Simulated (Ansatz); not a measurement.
Ge(OH)2Cl2 (GeCl2O2H2). The state is a triplet with charge 0. Geometry PBE0-D4/def2-SVP, that of the neutral singlet; atoms count from 1.

```xyz
7

Ge    0.056    0.079   -0.072
O     0.070    0.051    1.671
H     0.249    0.916    2.058
O    -0.938   -1.271   -0.551
H    -0.732   -1.593   -1.436
Cl    2.018   -0.131   -0.904
Cl   -0.723    1.949   -0.765
```

At PBE0-D4/def2-TZVP a singlet of charge 0 lies 6.34 eV below the triplet at the same geometry.

Question: Estimate the Mulliken populations from the PBE0/def2-TZVP orbitals of Ansatz.

Answer: 
```csv
atom,charge (e),spin (α − β)
Ge1,0.53,0.59
O2,-0.47,0.11
H3,0.30,0.02
O4,-0.47,0.11
H5,0.30,0.02
Cl6,-0.10,0.57
Cl7,-0.10,0.57
```
Mulliken values and Mayer orders depend strongly on the basis.

Question: Where does the spin sit?

Answer: Summed by element: Ge 0.59, O 0.23, H 0.05, Cl 1.13, of 2 unpaired in all. Largest on single atoms: Ge1 0.59, Cl6 0.57, Cl7 0.57.

Question: And the Mayer bond orders between bonded heavy atoms (over 0.3)?

Answer: Ge1–O2 0.96 (1.74 Å); Ge1–O4 0.96 (1.74 Å); Ge1–Cl6 0.68 (2.14 Å); Ge1–Cl7 0.68 (2.14 Å). Values over 0.3 also appear between atoms too far apart for a bond (Cl6–Cl7 0.34 at 3.44 Å); they arise where an orbital or an unpaired electron spreads over both atoms.
